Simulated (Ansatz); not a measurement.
```yaml
crystal:
  periodic: [false, false, false]
  atoms:
    - {symbol: O, position_ang: [-1.173225, -1.388796, -0.101959]}
    - {symbol: Mo, position_ang: [0.098873, 0.262870, -0.018390]}
    - {symbol: O, position_ang: [1.088544, -0.664621, -1.060753]}
    - {symbol: Cl, position_ang: [0.793685, -0.803029, 2.026507]}
    - {symbol: Cl, position_ang: [1.730647, 1.854696, 0.151729]}
    - {symbol: Cl, position_ang: [-1.170062, 0.907204, -1.973197]}
    - {symbol: Cl, position_ang: [-1.286767, 2.210612, 0.861770]}
    - {symbol: H, position_ang: [-1.252900, -2.014840, 0.782304]}
    - {symbol: H, position_ang: [2.105881, -0.353051, -1.104013]}
basis:
  gaussian: {orbitals: x2c-TZVPPall, fitting: {mean_field: cc-pVTZ-jkfit}}
hamiltonian: {xc: {name: B3LYP5}}
scf: {lower_state_search: light}
output: {forces: true}
```

```sh
$ ansatz run in.yaml --threads 2 --pin off --events-out ev --progress --plain --max-ram 32768MiB --backend cuda --devices 0, --max-vram 18GiB
```

Q: How does Ansatz answer? (An estimate is asked.)

A: Ansatz gave: The program refused the input.
```
Functional definition: B3LYP5
Error: <dir> the basis set cc-pVTZ-JKFIT has no functions for Mo
```

B3LYP here is the variant with VWN-RPA as its local correlation; programs differ in this.
